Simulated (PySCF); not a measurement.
# One molecule, several mistakes: Al2CH6N cation

These are calculations, not measurements. The program is PySCF 2.14.0, an open-source quantum chemistry code, run on an isolated molecule that a program drew, which may never have been made. The molecule is Al2CH6N cation (charge +1, singlet), drawn as the SMILES string `C[NH][Al+][AlH2]`.

Each row is a Hartree-Fock (HF) and frozen-core CCSD(T) single point in the cc-pV(D+d)Z basis, meant for a local HF minimum. Run 1 is clean. Each other run has one planted mistake out of seven kinds, and not every kind appears here: one electron removed, one electron added, multiplicity raised by two, geometry at a saddle point, minimal basis STO-3G, one bond length entered in bohr, all coordinates scaled. The reference is restricted for singlets and unrestricted otherwise, and also for a bond in bohr. Adding or removing an electron swaps singlet and doublet. Electrons count all cores. HOMO and LUMO are orbital energies over both spins, the gradient is its largest component, and the lowest frequency (negative if imaginary) is given only where the gradient is small. Bond lengths are over the 9 bonds as drawn. T1 is the CCSD diagnostic: over 0.02 (restricted) or 0.045 (unrestricted) a single reference is doubtful.

Geometry of the clean run:
```xyz
10
Al2CH6N cation, angstrom
C    -2.3085    3.3182   -1.6212
N    -0.8906    3.5092   -1.9677
Al    0.5121    2.7318   -1.3300
Al    2.7009    1.5225   -0.3405
H    -2.8754    2.9868   -2.4906
H    -2.4109    2.5604   -0.8433
H    -2.7413    4.2454   -1.2471
H    -0.7903    4.2079   -2.6871
H     4.0147    2.0443   -0.9930
H     2.3573    0.4655    0.7498
```

```
run,electrons,basis functions,<S^2>,HOMO (eV),LUMO (eV),gradient (hartree/bohr),lowest frequency (cm^-1),mean bond (Å),longest bond (Å),T1,HF (hartree),CCSD(T) (hartree),mistake
1,44,104,0.000,-14.85,-4.43,1.9e-05,42,1.4754,2.689,0.0165,-579.43264,-579.91566,no fault
2,43,104,0.762,-20.17,-11.07,7.9e-02,-,1.4754,2.689,0.0218,-578.97020,-579.41093,one electron removed
3,45,104,0.760,-5.32,0.94,3.7e-02,-,1.4754,2.689,0.0154,-579.61120,-580.10905,one electron added
4,44,104,2.069,-10.29,-5.35,1.1e-01,-,1.4754,2.689,0.0259,-579.32677,-579.77865,multiplicity raised by two
5,44,34,0.000,-12.21,1.84,3.4e-02,-,1.4754,2.689,0.0196,-572.54805,-572.75604,?
```

**Which mistake was planted in run 5, and what did it cost?**

It has 34 basis functions where the clean run has 104, with the same electrons and geometry. So the mistake is: minimal basis STO-3G. Subtracting run 1 and multiplying by 627.51 kcal/mol a hartree, the energy moved by 4320.1 kcal/mol in HF and 4492.7 kcal/mol in CCSD(T).

